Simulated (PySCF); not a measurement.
Species: C₄H₆N₄ (charge -1 and doublet state).
Geometry (GFN2-xTB, Å), atoms numbered from 1 in this order:
```
atom  x, y, z in Å
C1     2.678    0.143   -0.400
N2     1.266    0.033   -0.568
C3     0.552    0.089    0.563
C4    -0.831   -0.006    0.544
N5    -1.705    0.031    1.575
N6    -2.947   -0.099    1.071
C7    -2.870   -0.213   -0.221
N8    -1.564   -0.165   -0.638
H9     3.155    0.085   -1.386
H10    2.990    1.099    0.066
H11    3.109   -0.663    0.228
H12    1.025    0.212    1.545
H13   -3.706   -0.330   -0.887
H14   -1.153   -0.218   -1.550
```

The hyperfine couplings belong to this conformer and change with its torsions.

Identity: `C[N-][CH]c1nnc[nH]1` [radical] (charge -1).

The calculation used UKS B3LYP, pcH-1 on C H N, non-relativistic, mean-field spin-orbit, GIAO (PySCF 2.14.0). GFN2-xTB frequencies show an imaginary mode (78i cm⁻¹), so this geometry is no minimum at that level. Whether the extra electron is bound in the gas phase wasn't checked; a finite basis holds it in any case. The geometry wasn't refined by DFT: couplings that depend on bond lengths, twists or pyramidal angles can differ widely from those at the functional's own minimum, by a factor of two or more for some ions and for spin on atoms past the first row. Stability of the SCF solution: not tested.

Question: The isotropic 14N couplings are +17.6, +8.5, +4.4, -2.9 MHz. Assign them to N2; N5; N6; N8.

Answer: 
```
site  a_iso (MHz)  ρ(0) (bohr⁻³)                 position  distance from N2 (Å)  spin population  largest |T| (MHz)
  N2        +17.6        +0.0545  largest spin population                  0.00            +0.38               40.2
  N5         +8.5        +0.0262          2 bonds from C3                  3.66            +0.17               18.4
  N6         -2.9        -0.0090          3 bonds from C3                  4.52            -0.05                4.0
  N8         +4.4        +0.0136          2 bonds from C3                  2.84            +0.09               11.3
```

ρ(0) is the spin density at the nucleus and T the dipolar tensor; entries for several nuclei are means. Largest spin populations (Mulliken): N2 (+0.38), C3 (+0.25), N5 (+0.17) and C7 (+0.10). Three atoms exceed +0.15. Main spin sites, with 60 % or more of the largest population: N2, C3; positions count bonds from the nearest.

Examples of negative spin density at the nucleus (bohr⁻³): C1 (-0.0156), C4 (-0.0142) and N6 (-0.0090).

Nuclei that the bonding pattern makes equivalent are averaged, as if the motion that swaps them (rotation, inversion, ring flip) were fast. The three 1H nuclei of mean +31.6 MHz run from -0.5 to 47.7 MHz in the frozen geometry.

The SMILES `C[N-][CH]c1nnc[nH]1` draws the unpaired electron on C3, whose computed spin population is only +0.25.
